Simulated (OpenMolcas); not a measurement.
Cr2+ in octahedral coordination: ligands and hosts compared

```json
{
  "Program": "OpenMolcas",
  "Method": "CASSCF",
  "Active space": "4 electrons in 5 orbitals (3d)",
  "Spin-orbit coupling": "RASSI with atomic mean-field integrals over the reference wave functions"
}
```

Distances were set from a Shannon-type radius of the metal (high-spin where two are listed) plus a fixed donor radius (Br 1.91, Cl 1.76, O 1.38, F 1.31, H2O 1.36 Å), in hosts weighted 0.65 to 0.35 with the host's distance in the model lattice. Anionic complexes are neutralised by point charges, and hosts are embedded clusters. Ligand basis ANO-RCC-VDZP. States (labels of the rotation group of each site). Energies in cm-1 above the lowest state or level, χT in cm3 K/mol; 10Dq and B are least-squares fits to the states below 45000 cm-1, weighted by degeneracy, with a free offset, and given where the rms deviation is under 5 % of |10Dq| (or 100 cm-1) and under 700 cm-1.

| Ligand or host | R (Å) | Metal basis | Outer charge (e at Å behind ligand) | Ground state | First state of that spin | 10Dq | B (rms of fit) | First gap with spin-orbit (degeneracies) | χT at 300 K | First state of another spin |
| --- | --- | --- | --- | --- | --- | --- | --- | --- | --- | --- |
| CsCaBr3 | 2.757 | ANO-RCC-VTZP |  | 5E | 5T2 4172 | 4257 | 989 (67) | 6.3 (1, 3) | 2.925 | 3T1 16952 |
| NaCl | 2.651 | ANO-RCC-VTZP |  | 5E | 5T2 4684 | 4849 | 990 (76) | 6.9 (1, 3) | 2.922 | 3T1 16526 |
| Cl | 2.56 | ANO-RCC-VTZP | 0.67 at 2.6 | 5E | 5T2 4716 | 4795 | 989 (66) | 6.9 (1, 3) | 2.921 | 3T1 16590 |
| Cs2NaYCl6 | 2.581 | ANO-RCC-VTZP |  | 5E | 5T2 5290 | 5466 | 986 (81) | 6.3 (1, 3) | 2.932 | 3T1 15980 |
| O | 2.18 | ANO-RCC-VDZP | 1.7 at 2.8 | 5E | 5T2 5673 | 5790 | 998 (51) | 6.6 (1, 3) | 2.931 | 3T1 15863 |
| NaF | 2.182 | ANO-RCC-VTZP |  | 5E | 5T2 7438 |  |  | 5.5 (1, 3) | 2.951 | 3T1 14354 |
| H2O | 2.16 | ANO-RCC-VTZP |  | 5E | 5T2 8327 |  |  | 5.4 (1, 3) | 2.956 | 3T1 13577 |
| LiF | 2.076 | ANO-RCC-VTZP |  | 5E | 5T2 10615 |  |  | 5.0 (1, 3) | 2.968 | 3T1 11309 |
| MgO | 2.154 | ANO-RCC-VTZP |  | 5E | 5T2 11878 |  |  | 5.3 (1, 3) | 2.973 | 3T1 9334 |

The rows also differ in their metal basis and outer charges, so part of each step comes from that.

The first state of the same spin rises in the order CsCaBr3 < NaCl < Cl < Cs2NaYCl6 < O < NaF < H2O < LiF < MgO, by a factor of 2.85 from first to last.

|10Dq| rises in the order CsCaBr3 < Cl < NaCl < Cs2NaYCl6 < O, by a factor of 1.36 from first to last. Hosts and complexes held by bare charges are embedded differently, which, with the errors of the method, can account for most of this spread.

Against the free ion in the same method and basis, β = B / B(free) is 989 / 1039 = 0.95 for CsCaBr3, 989 / 1039 = 0.95 for Cl, 990 / 1039 = 0.95 for NaCl, 986 / 1039 = 0.95 for Cs2NaYCl6, 998 / 1014 = 0.98 for O.

An orbital doublet at a regular site is open to a Jahn-Teller distortion, which this geometry leaves out. Without dynamic correlation the repulsion within the d shell is too large (B by tens of per cent), so at a given field states of lower spin stand too high. Ligand-to-metal charge-transfer states are missing. With no ligand orbital active B as a rule stays too high, so bands that hang on it stand too high and its fall with covalency is understated. With metal d orbitals alone and no dynamic correlation the field as a rule comes out too small, by tens of per cent, by up to half for chloride and softer ligands (holds for CsCaBr3; NaCl; Cl; Cs2NaYCl6; O; H2O). The oxide ions are held by bare point charges, a crude embedding (holds for O). With metal d orbitals alone and no dynamic correlation 10Dq can be off by a tenth to a fifth, either way, in oxide and fluoride hosts (holds for NaF; LiF; MgO). No measured value stands beside these numbers; the geometry is a model, was not optimised and need not be the one that this ion takes.
